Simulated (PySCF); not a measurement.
# Atomic charges by several schemes

C₅H₉O₂P.
Geometry (GFN2-xTB, Å), atoms numbered from 1 in this order:
```
atom  x, y, z in Å
C1     2.7368    0.0038    0.2353
C2     1.3769   -0.2641   -0.3041
O3     1.1005   -0.6401   -1.4086
P4     0.0323    0.0638    0.9719
O5     0.5158    0.2753    2.3420
C6    -1.3714   -1.0801    0.5669
C7    -1.9523   -0.0174   -0.3851
C8    -1.1949    1.2039    0.1686
H9     2.8788   -0.6126    1.1234
H10    2.7748    1.0413    0.5694
H11    3.5131   -0.1926   -0.5003
H12   -1.1509   -2.0465    0.1206
H13   -1.9806   -1.2217    1.4609
H14   -3.0369    0.0731   -0.3520
H15   -1.6453   -0.2219   -1.4090
H16   -0.8533    1.9288   -0.5661
H17   -1.7504    1.7190    0.9541
```

Density: PBE0/pcSseg-1 (PySCF); schemes: Mulliken, IAO, Hirshfeld and ESP-fitted. The structure is a single GFN2-xTB conformer in the gas phase; no vibrational or solvent corrections.

Give the atomic charges in each scheme.

In e:

| atom | environment | Mulliken | IAO | Hirshfeld | ESP-fitted |
| --- | --- | --- | --- | --- | --- |
| C1 | methyl carbon next to a carbonyl | -0.251 | -0.477 | -0.121 | -0.544 |
| C2 | carbonyl carbon | -0.004 | +0.175 | +0.137 | +0.505 |
| O3 | carbonyl oxygen | -0.326 | -0.379 | -0.204 | -0.430 |
| P4 | phosphoryl phosphorus | +0.830 | +1.402 | +0.415 | +0.766 |
| O5 | phosphoryl oxygen | -0.581 | -0.895 | -0.393 | -0.630 |
| C6 | sp3 carbon bound to phosphorus | -0.421 | -0.517 | -0.114 | -0.497 |
| C7 | four-membered-ring carbon | -0.215 | -0.261 | -0.070 | +0.199 |
| C8 | sp3 carbon bound to phosphorus | -0.420 | -0.518 | -0.115 | -0.488 |
| H9 | methyl hydrogen | +0.164 | +0.186 | +0.064 | +0.170 |
| H10 | methyl hydrogen | +0.156 | +0.179 | +0.064 | +0.164 |
| H11 | methyl hydrogen | +0.141 | +0.166 | +0.056 | +0.163 |
| H12 | methylene hydrogen | +0.159 | +0.159 | +0.045 | +0.126 |
| H13 | methylene hydrogen | +0.161 | +0.163 | +0.053 | +0.179 |
| H14 | methylene hydrogen | +0.140 | +0.145 | +0.045 | +0.008 |
| H15 | methylene hydrogen | +0.149 | +0.155 | +0.041 | +0.013 |
| H16 | methylene hydrogen | +0.156 | +0.155 | +0.044 | +0.123 |
| H17 | methylene hydrogen | +0.162 | +0.163 | +0.053 | +0.174 |

Mean size of the charges over all atoms: IAO 0.359 e, ESP-fitted 0.305 e, Mulliken 0.261 e, Hirshfeld 0.120 e. Each set sums to the total charge, 0, to within 0.001 e. The IAO scheme projects the occupied orbitals on a minimal set of polarised atomic orbitals and counts the electrons in each atom's part of it. The Hirshfeld scheme weights the molecular density at each point by an atom's share of the summed free-atom densities.

Lowest charge. All schemes agree: Mulliken O5 (-0.581); IAO O5 (-0.895); Hirshfeld O5 (-0.393); ESP-fitted O5 (-0.630).

Highest charge. All schemes agree: Mulliken P4 (+0.830); IAO P4 (+1.402); Hirshfeld P4 (+0.415); ESP-fitted P4 (+0.766).

How closely do the schemes follow one another over all atoms?

Correlation coefficient and root-mean-square difference: Mulliken with IAO 0.98, 0.177 e; IAO with Hirshfeld 0.96, 0.331 e; Mulliken with Hirshfeld 0.94, 0.182 e; Hirshfeld with ESP-fitted 0.90, 0.240 e; IAO with ESP-fitted 0.90, 0.223 e; Mulliken with ESP-fitted 0.87, 0.185 e.

Sum the charges by element, for elements with more than one atom.

```
element  atoms  Mulliken     IAO  Hirshfeld  ESP-fitted
      C      5    -1.311  -1.599     -0.283      -0.826
      O      2    -0.907  -1.273     -0.597      -1.060
      H      9    +1.389  +1.470     +0.465      +1.121
```

These values come from a run that also computed NMR shieldings. Time: 26 s wall; peak memory 0.84 GiB. Hardware: one thread of an Arm Neoverse V2, no GPU, shared host with 96 logical CPUs at a one-minute load of 29.
